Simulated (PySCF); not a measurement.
## Unknown compound

The spectra below were simulated for a compound C8H8BN.

¹H NMR (400 MHz, computed): δ 7.87 (m, 2H), 7.86 (d, 2H), 7.79 (m, 2H), 6.92 (m, 2H).

¹³C{¹H} NMR (computed): δ 144.0 (CH), 141.1 (CH), 138.6 (CH), 120.4 (CH).

No relativistic terms, single conformer, fast rotation and ring inversion assumed for equivalent nuclei, no solvent model. Geometry: PBE0-D3(BJ)/def2-SVP; shieldings: GIAO PBE0/pcSseg-1; PySCF 2.14.0 with density-fitted response routines.

Shifts are taken against calculated references (same method and geometry level): ¹H (σref 31.27), ¹³C (σref 184.41) vs TMS.

Deduce the structure.

## Answers


1. 4 carbon signals for 8 carbons: some carbons are equivalent by symmetry or fast rotation.
2. Carbon types of the structure: 8 × CH, which accounts for all hydrogens.
3. δC 144.0, 141.1: alkene CH; as expected for a trigonal carbon in a double bond.
4. δC 138.6: alkene carbon bearing nitrogen; an sp2 carbon further deshielded by the attached heteroatom.
5. δC 120.4: β carbon of an enol-ether or enamine type C=C.
6. δH 7.87, 7.79: hydrogen on an alkene CH; attached to an sp2 carbon and in the plane of the double bond.
7. δH 7.86: hydrogen on an alkene carbon bearing nitrogen; a vinylic proton, deshielded by the sp2 carbon and the C=C anisotropy.
8. δH 6.92: hydrogen on a β carbon of an enol-ether or enamine type C=C; a vinylic proton, deshielded by the sp2 carbon and the C=C anisotropy.

The compound is SMILES C1=CC=CN2B1C=CC=C2.

The shifts were computed for this structure.

A carbon bonded to boron is broadened by the quadrupolar boron nucleus and is often missing from a measured spectrum. Shifts are as computed. Against solution values, carbons near 30 ppm lie about +2 ppm off and those near 130 ppm about +5 ppm. Of 1211 compounds with measured shifts, 218 miss one by over three times the rms of a fit or turn the order of signals round; such compounds aren't used in these exercises. No couplings were computed; multiplicities are counted from neighbouring protons, with m where these are inequivalent, close in shift, in a saturated or five-membered ring or joined by F or P, and br s for small geminal =CH2 splittings.
